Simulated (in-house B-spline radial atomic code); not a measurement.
# Ionising F⁺ with different functionals

Computed with a B-spline radial code for spherical atoms: scalar-relativistic (spin-free X2C) Hamiltonian, Fermi nucleus of rms radius 2.8976 fm, spin-polarised at highest spin, spherical fractional occupations for the functionals, the average over the highest-spin determinants for Hartree-Fock. The ionisation energy is the difference of two self-consistent energies, [He] 2s2 2p4 → [He] 2s2 2p3, without Breit or QED terms; ε is the level of the shell that loses the electron (its least bound occupied spin orbital).

Hybrids are left out here: with spherical fractional occupations of an open shell their exact exchange keeps a self-interaction that integer-occupation calculations don't have.

| method | rung | ΔSCF (eV) | -ε(2p) (eV) |
| --- | --- | --- | --- |
| Hartree-Fock | Hartree-Fock | 33.23 | 35.33 |
| LDA VWN5 | LDA | 35.15 | 26.18 |
| LDA PW92 | LDA | 35.15 | 26.18 |
| LDA exchange-only | LDA | 32.83 | 24.15 |
| PBE | GGA | 34.94 | 25.96 |
| PBEsol | GGA | 34.75 | 25.84 |
| BLYP | GGA | 35.09 | 26.01 |
| RPBE | GGA | 34.80 | 25.86 |
| PW91 | GGA | 35.04 | 26.07 |
| BP86 | GGA | 35.08 | 26.10 |
| AM05 | GGA | 34.69 | 25.80 |
| OLYP | GGA | 34.57 | 25.66 |
| TPSS | meta-GGA | 34.58 | 25.81 |
| SCAN | meta-GGA | 34.07 | 25.57 |
| r2SCAN | meta-GGA | 34.05 | 25.58 |
| revTPSS | meta-GGA | 34.41 | 25.71 |

How do they compare with the NIST value?

NIST lists 34.971 eV (measured, ground level to ground level). Errors run from -2.14 to +0.18 eV; PBE is closest (-0.03 eV), but part of that can be cancellation, since the calculations leave out spin-orbit coupling, Breit-QED terms, multiplet and fine-structure energies. Hartree-Fock also lacks correlation.
